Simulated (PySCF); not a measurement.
**Energy of S⁺ (sulfur, charge +1) between two integer charges**

The 3p alpha orbital of [Ne] 3s2 3p3 is emptied in steps (occupation f), with all orbitals relaxed, ending at [Ne] 3s2 3p2. All numbers are calculated (PySCF 2.14, no relativity, point nucleus, in def2-SVP (4s3p1d, 18 functions)). The exact energy is a straight line in f; departures are measured from the line between the end points of the same method.

```tsv
f	UHF (eV)	LDA (eV)	PBE (eV)	PBE0 (eV)	r2SCAN (eV)	LC-wPBE (eV)	BHandHLYP (eV)	wB97X (eV)	HSE06 (eV)	B3LYP (eV)
1	0.000	0.000	0.000	0.000	0.000	0.000	0.000	0.000	0.000	0.000
0.75	0.129	-1.030	-1.006	-0.723	-0.924	-0.182	-0.452	-0.247	-0.798	-0.790
0.5	0.170	-1.376	-1.339	-0.960	-1.217	-0.237	-0.600	-0.320	-1.060	-1.051
0.25	0.126	-1.033	-1.001	-0.715	-0.899	-0.172	-0.448	-0.230	-0.790	-0.785
0	0.000	0.000	0.000	0.000	0.000	0.000	0.000	0.000	0.000	0.000
```

```csv
method,E(f=0) − E(f=1) (eV),−ε at f=1 (eV),−ε at f=0.5 (eV)
UHF,22.811,23.510,22.802
LDA,23.476,17.998,23.467
PBE,23.374,18.008,23.387
PBE0,23.443,19.576,23.464
r2SCAN,23.593,18.619,23.666
LC-wPBE,23.535,22.547,23.563
BHandHLYP,23.220,20.802,23.231
wB97X,23.304,21.969,23.350
HSE06,23.434,19.164,23.455
B3LYP,23.326,19.110,23.340
```

Orbital energy along the path (eV):

```
   f      UHF      LDA      PBE     PBE0   r2SCAN  LC-wPBE  BHandHLYP    wB97X    HSE06    B3LYP
   1  -23.510  -17.998  -18.008  -19.576  -18.619  -22.547    -20.802  -21.969  -19.164  -19.110
0.75  -23.149  -20.720  -20.693  -21.524  -21.168  -23.064    -22.021  -22.665  -21.315  -21.225
 0.5  -22.802  -23.467  -23.387  -23.464  -23.666  -23.563    -23.231  -23.350  -23.455  -23.340
0.25  -22.469  -26.229  -26.065  -25.374  -26.041  -24.022    -24.425  -23.961  -25.564  -25.436
   0  -22.149  -28.980  -28.668  -27.215  -28.315  -24.404    -25.594  -24.480  -27.610  -27.483
```

Reference removal energy between the ground levels: 23.338 eV (measured; NIST Atomic Spectra Database, ionization energies). The calculation has no spin-orbit coupling. UHF lacks correlation.
